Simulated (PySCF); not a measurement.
GeH3O3, charge +1, multiplicity 1. Atoms are numbered in the order given.

```xyz
7

O     -1.5681    -0.6096     0.0000
Ge     0.0056     0.0070     0.0000
O      1.3010    -1.0938     0.0000
O      0.0637     1.7001     0.0000
H     -1.6877    -1.5751     0.0000
H      2.2255    -0.7948     0.0000
H      0.9120     2.1728     0.0000
```
Charge +1, spin multiplicity 1.

Coordinates come from a ωB97X-D3(BJ)/def2-SVP optimisation. The multiplicity is an assumed one; other spin states were not compared. The isomer is the one that the SMILES or the coordinates give; other isomers of the formula were not compared. Other conformers were not sampled.

Method: HF/def2-TZVP run with PySCF.

Gas-phase values at a fixed geometry.

Q: Estimate the frontier levels, gap, dipole moment and polarisability. (Estimate from the structure and the level; the computed values follow.)

A: 
The highest occupied level is -20.54 eV, the lowest empty level is -4.10 eV and the orbital gap is 16.44 eV. The dipole moment about the centre of nuclear charge comes out as 3.34 D and the mean static polarisability is 27.6 bohr³ (4.09 Å³). The polarisability, principal values is 19.9, 31.1, 31.7 bohr³.
